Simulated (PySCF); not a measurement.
**NMR data sheet: C6H6F2**

```yaml
Formula: C6H6F2
SMILES: C=C(F)/C=C\C=C/F
InChI: InChI=1S/C6H6F2/c1-6(8)4-2-3-5-7/h2-5H,1H2/b4-2-,5-3-
Point_group_of_the_computed_structure: Cs
Degrees_of_unsaturation: 3
Carbon_signals: 6
Proton_signals: 6
```

Atoms are numbered as in `[CH2:1]=[C:2]([F:3])/[CH:4]=[CH:5]\[CH:6]=[CH:7]/[F:8]` (H(Xn): hydrogen on atom n). Ha(C1) is cis to F3; Hb(C1) is trans to F3.

Calculated, not measured (PySCF): structure optimised with GFN2-xTB, couplings computed with B3LYP/pcJ-1 (spin–dipole term only in couplings to heteroatoms), NMR shieldings at PBE0/pcSseg-1/GIAO. Gas phase, a single conformation, relativity neglected.

Scale: TMS for $^{1}$H (31.72 ppm) and $^{13}$C (186.93 ppm); CFCl3 for $^{19}$F (170.95 ppm) (reference shieldings calculated alike).

| carbon | δC, type | δH (multiplicity, J in Hz) | HMBC from (abs. J ≥ 3 Hz) | span of the C tensor (ppm) |
| --- | --- | --- | --- | --- |
| C1 | 104.2, CH2 | Hb(C1) 4.74 (ddd, 44.5, 4.2, 1.0); Ha(C1) 5.08 (ddd, 17.3, 4.2, 1.4) | – | 165 |
| C2 | 176.0, C | – | H(C5), H(C4), Ha(C1), Hb(C1) | 159 |
| C4 | 125.3, CH | 5.81 (m) | H(C6), Ha(C1), Hb(C1) | 177 |
| C5 | 129.1, CH | 6.79 (m) | H(C7) | 219 |
| C6 | 116.0, CH | 6.69 (m) | H(C7), H(C4) | 193 |
| C7 | 161.8, CH | 6.86 (m) | H(C5), H(C6) | 138 |

Other nuclei:
```
atoms   nucleus       environment  δ (ppm)  σ (ppm)
   F3  $^{19}$F  vinylic fluorine   -114.0    284.9
   F8  $^{19}$F  vinylic fluorine   -118.4    289.4
```

Selected couplings (Hz, signed; the shortest-range and largest first, 30 at most; isotopes $^{13}$C, $^{19}$F, $^{1}$H): $^{1}J$(C7,F8) -350.2, $^{1}J$(C2,F3) -321.7, $^{1}J$(C7,H(C7)) 209.4, $^{1}J$(C6,H(C6)) 170.8, $^{1}J$(C1,Hb(C1)) 170.3, $^{1}J$(C1,Ha(C1)) 168.6, $^{1}J$(C4,H(C4)) 164.0, $^{1}J$(C5,H(C5)) 163.7, $^{1}J$(C1,C2) 94.0, $^{1}J$(C6,C7) 88.6, $^{1}J$(C4,C5) 80.5, $^{1}J$(C2,C4) 72.2, $^{1}J$(C5,C6) 60.1, $^{2}J$(F8,H(C7)) 90.0, $^{2}J$(C1,F3) 26.8, $^{2}J$(F3,C4) 17.7, $^{2}J$(C1,C4) 8.4, $^{2}J$(Hb(C1),Ha(C1)) -4.2, $^{2}J$(C5,C7) -3.8, $^{2}J$(C2,C5) -3.7, $^{2}J$(C6,F8) -2.9, $^{2}J$(C4,C6) -1.3, $^{3}J$(F3,Hb(C1)) 44.5, $^{3}J$(F8,H(C6)) 34.4, $^{3}J$(F3,H(C4)) 30.4, $^{3}J$(F3,Ha(C1)) 17.3, $^{3}J$(H(C4),H(C5)) 13.5, $^{3}J$(H(C5),H(C6)) 13.2, $^{3}J$(F3,C5) -8.5, $^{3}J$(C4,C7) 7.6.

1. Carbon types of the structure: 1 × C, 4 × CH, 1 × CH2, which accounts for all hydrogens.
2. δC 176.0: fully substituted alkene carbon.
3. δC 161.8, 129.1, 125.3, 116.0: alkene CH; as expected for a trigonal carbon in a double bond.
4. δC 104.2: terminal =CH2 carbon; the olefinic region.
5. δH 6.86, 6.79, 6.69, 5.81: hydrogen on an alkene CH; a vinylic proton, deshielded by the sp2 carbon and the C=C anisotropy.
6. δH 5.08, 4.74: hydrogen on a terminal =CH2 carbon; a vinylic proton, deshielded by the sp2 carbon and the C=C anisotropy.
7. The protons at 4.74 and 5.08 share a coupling of 4.2 Hz (geminal).

C–F couplings over four or more bonds (about 3 Hz to the para carbon of a fluoroarene) are left out. Common functionals overestimate the size of one-bond C–F couplings by tens of Hz; these are unscaled. Multiplet labels drop couplings under 1 Hz and merge nearly equal ones. Unscaled 3J(H,H) at this level run about 10 % above measured values. Shifts are as computed. Against solution values, carbons near 30 ppm lie about +3 ppm off and those near 130 ppm about +5 ppm. Of 1211 compounds with measured shifts, 218 miss one by over three times the rms of a fit or turn the order of signals round; such compounds aren't used in these exercises. Unscaled 19F shifts against computed CFCl3 carry errors that often reach 10 to 50 ppm.
